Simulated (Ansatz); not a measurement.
Two isomers of C3H9BS: A = `CCCBS`, B = `CBCSC`.

Isolated molecules relaxed with PBE0-D4/def2-TZVP in Ansatz; ΔE leaves out vibrations. CCSD(T)/CBS adds triple-zeta CCSD(T) − MP2 to the extrapolated MP2 energy (def2 sets, frozen cores). Functionals use def2-TZVPP. B3LYP here is the variant with VWN-RPA as its local correlation; programs differ in this. Each species was taken in one conformer, which may not be the lowest.

A:

Z-matrix (Å, degrees):
```
C
C 1 1.520
H 1 1.093 2 111.6
H 1 1.092 2 111.6 3 -120.8
H 1 1.094 2 110.7 3 119.4
C 2 1.523 1 112.8 3 -58.1
H 2 1.097 1 109.9 3 65.0
H 2 1.095 1 109.0 3 180.0
B 6 1.562 2 120.1 1 72.2
H 6 1.099 2 110.0 1 -53.9
H 6 1.102 2 110.2 1 -167.3
S 9 1.779 6 127.2 2 12.8
H 9 1.197 6 120.2 2 -170.3
H 12 1.345 9 99.6 6 -2.6
```

B:

Z-matrix (Å, degrees):
```
C
B 1 1.551
H 1 1.103 2 104.9
H 1 1.091 2 114.4 3 -116.0
H 1 1.093 2 114.4 3 115.3
C 2 1.564 1 124.6 3 -87.0
H 2 1.203 1 120.1 3 90.7
S 6 1.796 2 115.7 1 1.8
H 6 1.099 2 108.5 1 126.5
H 6 1.101 2 106.4 1 -121.0
C 8 1.796 6 100.2 2 -178.7
H 11 1.092 8 111.2 6 61.3
H 11 1.092 8 111.2 6 -61.1
H 11 1.091 8 107.3 6 -179.8
```

(1) Which isomer does CCSD(T)/CBS put lower? Give the gap. (An estimate is asked.)

(2) Give E(B) − E(A) in kJ/mol with r2SCAN-D4, B3LYP-D4, ωB97M-V, CCSD/def2-TZVPP, PBE-D4, CCSD(T)/def2-TZVPP, B2PLYP. (Estimate.)

Largest T1 diagnostic: 0.012.

Results:

(1) Ansatz gave: A, by 96.8 kJ/mol.

(2) The calculation gave: r2SCAN-D4 95.2, B3LYP-D4 93.0, ωB97M-V 93.3, CCSD/def2-TZVPP 100.7, PBE-D4 95.1, CCSD(T)/def2-TZVPP 102.3, B2PLYP 94.6. None reverses the order clearly.

In def2-TZVPP, CCSD(T) changes the Hartree–Fock value by +13.4 kJ/mol (the triples alone add +1.6 kJ/mol) and MP2 by +12.4 kJ/mol.
